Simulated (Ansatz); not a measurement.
A made-up structure of CH$_{2}$ISi (charge -1), closed shell:

C1  (-1.326, -0.254, -0.450)
Si2  (0.249, 0.116, 0.063)
I3  (-2.374, -1.571, 0.872)
H4  (-1.800, 0.626, -0.919)
H5  (1.280, 1.217, 0.124)
(Å)

It is relaxed with PBE-D4/def2-SVPD and then PBE0-D4/def2-TZVPD (Ansatz 0.2.0). Atoms count as bonded within 1.22 times the sum of their covalent radii (H–H: 0.88 Å). The end point is not checked to be a true minimum.

Task: Does its bonding change? (Judge from chemistry; the calculation decides.)

Result: By the calculation: No: no bond forms or breaks.

Where it ends: The first stage lowers the energy by 2.21 eV in 10 steps. It ends as CH₂ISi ([SiH][CH][I]), total charge -1:
C1  (-1.137, -0.067, -0.114)
Si2  (0.523, -0.047, 0.465)
I3  (-2.544, -1.556, 0.508)
H4  (-1.675, 0.583, -0.798)
H5  (0.863, 1.219, -0.370)
(Å)

Labels in which every atom is bracketed show which atoms are joined, not bond orders.

For scale, one of the runs: PBE0-D4/def2-TZVPD relaxation, 157 basis functions, launched by `ansatz run in.yaml --threads 2 --pin off --events-out ev --progress --plain --max-ram 4352MiB`. Hardware: 2 CPU threads of an Arm Neoverse V1, shared host. Wall time about 32 s.
